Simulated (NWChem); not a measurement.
Species: GaHSF2; SMILES [Ga]([F])([F])[SH]

```xyz
5

Ga    -0.0138     0.3076     0.0000
F     -1.4453     1.2925     0.0000
F      1.4972     1.1721     0.0000
S     -0.0817    -1.8610     0.0000
H      1.2690    -1.9405     0.0000
```
Atoms are numbered in this order, from 1.

All runs: NWChem. Geometry: optimised at PBE0/def2-SVP. Ions are spin-unrestricted doublets at the neutral geometry; other ion states weren't tried.

Problem. Estimate the computed values for BHandHLYP/aug-cc-pVDZ. Quantities: vertical ionisation energy, ΔSCF (eV); −ε(HOMO) (eV).

Solution. 
```json
{
  "vertical ionisation energy, ΔSCF (eV)": "11.02",
  "−ε(HOMO) (eV)": "9.76"
}
```
